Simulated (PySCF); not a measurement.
# Ne²⁺: excitation energy

Ne²⁺ [He] 2s2 2p4 (3P) → Ne²⁺ [He] 2s2 2p3 3s1 (5S), as a difference of total energies. All numbers are calculated (PySCF 2.14, no relativity, point nucleus, in aug-cc-pVQZ with one added diffuse shell each of s, p, d, f, g type (7s6p5d4f3g, 105 functions)). Correlated levels: valence: 1s2 frozen. The calculations carry no spin-orbit coupling.

| method | excitation energy (eV) |
| --- | --- |
| UHF | 37.315 |
| LDA | 38.468 |
| PBE | 38.682 |
| PBE0 | 38.659 |
| r2SCAN | 38.887 |
| revPBE | 38.697 |
| M06-2X | 38.643 |
| BHandHLYP | 38.737 |
| r2SCAN0 | 38.753 |
| MP2 (valence) | 38.316 |
| SCS-MP2 (valence) | 38.527 |

Question: How much does correlation contribute at MP2 (valence)?

Answer: 38.316 − (37.315) = 1.001 eV, measured against UHF.

A first-order spin-orbit estimate (lowest level to lowest level, LS coupling) adds 0.037 eV.

The promoted electron is Rydberg-like, and one or two diffuse shells describe it only roughly, which tends to raise the upper state.
